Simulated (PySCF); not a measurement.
Compound: Nb(CCH)4, C₈H₄Nb (doublet state).
Bonds: Nb1–C2, Nb1–C5, Nb1–C8, Nb1–C11, C2–C3, C5–C6, C8–C9, C11–C12. Hydrogens: H4 on C3; H7 on C6; H10 on C9; H13 on C12.

Computed, not measured: PBE0-D3(BJ)/def2-SVP geometry optimisation, gas phase, def2 core potentials past Kr in PySCF 2.14.0.

(1) How far are the bound atoms from Nb1?

(2) List the angles at Nb1.

(3) What is the shape at Nb1?

(4) What are the other bond lengths?

(5) Give some angles away from the centre.

Answers

(1) 4 atoms: C5 2.069 Å, C2 2.071 Å, C11 2.072 Å, C8 2.073 Å. The nearest atom not counted as bound is C6, at 3.30 Å (others tie with it).

(2) 
| angle | degrees | distance of the outer atoms (Å) |
| --- | --- | --- |
| C8–Nb1–C11 | 111.3 | 3.42 |
| C2–Nb1–C11 | 110.9 | 3.41 |
| C5–Nb1–C8 | 110.6 | 3.41 |
| C2–Nb1–C5 | 110.1 | 3.39 |
| C2–Nb1–C8 | 107.3 | 3.34 |
| C5–Nb1–C11 | 106.7 | 3.32 |

(3) Tetrahedral: angles from 106.7° to 111.3°; τ4 = (360° − α − β)/141° = 0.98 with α and β the two widest (0 for a square, 1 for a tetrahedron).

(4) C2–C3 and 3 like bonds 1.230 Å. (A selection.)

(5) Nb1–C2–C3 179.5°, Nb1–C8–C9 178.0°.

Charge 0, doublet. ⟨S²⟩ = 0.764 (exact for a doublet: 0.75). Not checked by PBE0-D3(BJ)/def2-SVP frequencies.

The run took 9.1 min wall on one thread, Arm Neoverse V2 (aarch64), shared host, and the process peaked at 0.88 GiB of memory. That covers the optimisation of the geometry.
